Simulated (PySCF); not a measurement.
Se(OH)(OSiH3) (H4O2SeSi), SMILES O[Se]O[SiH3].

Geometry optimised at PBE-D3(BJ)/def2-SVP. This is a generated structure with no PubChem entry under its InChIKey; it may be hypothetical. One conformer was computed; it need not be the lowest.

Two levels are set side by side: TDA-PBE/def2-SVPD (PySCF) and TDA-B3LYP/def2-SVPD (PySCF). Vertical, same geometry. The lowest singlet is HOMO→LUMO 94 % with PBE and HOMO→LUMO 96 % with the other functional; states are paired by order. Differences are taken from unrounded values.

```tsv
quantity	TDA-B3LYP	TDA-PBE	TDA-PBE minus TDA-B3LYP
lowest singlet excitation (eV)	3.63	3.47	-0.16
lowest triplet excitation (TDA) (eV)	2.90	2.75	-0.14
```

Functionals without exact exchange tend to place singlet excitations lower, as here. Differences between two approximate levels are no errors against the true value.

Rough cost on one machine, each run with all the roots and properties that it gave: TDA-B3LYP against TDA-PBE about 3 times.
